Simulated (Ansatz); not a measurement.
Reactions of C₃H₃Cl, SMILES `ClC1C=C1`.

Computed with Ansatz on PBE0-D4/def2-TZVP structures; ΔE is electronic, products minus reactants. CCSD(T)/CBS is the MP2 limit (def2-TZVPP, def2-QZVPP) plus CCSD(T) − MP2 in def2-TZVPP, frozen cores. This one scheme is used for every species, atoms too. DFT in def2-TZVPP. B3LYP here is the variant with VWN-RPA as its local correlation; programs differ in this. No spin–orbit coupling; open shells (•) take unrestricted orbitals. Spin–orbit coupling would lower the free atoms: a little for C, Cl. Elements past krypton have def2 core potentials. For I outer-core shells are correlated without core-valence functions, so the limit isn't a true one: a few kJ/mol of doubt a bond, and 10 to 20 or more in all where bonds break to atoms.

```json
{"reaction": "`ClC1C=C1` + HI → `IC1C=C1` + HCl", "CCSD(T)/CBS(def2) (kcal/mol)": "-3.8"}
{"reaction": "`ClC1C=C1` → `[CH]1C=C1`• + Cl•", "CCSD(T)/CBS(def2) (kcal/mol)": "91.5"}
{"reaction": "`ClC1C=C1` → 3 C• + Cl• + 3 H•", "CCSD(T)/CBS(def2) (kcal/mol)": "663.5"}
{"reaction": "`ClC1C=C1` + H–F → `FC1C=C1` + HCl", "CCSD(T)/CBS(def2) (kcal/mol)": "?"}
```

Question: Fill in the missing values. (Best estimate.)

Answer: The calculation gave: `ClC1C=C1` + H–F → `FC1C=C1` + HCl: +3.3 kcal/mol.

Largest T1 diagnostic: 0.012, for `[CH]1C=C1`•.
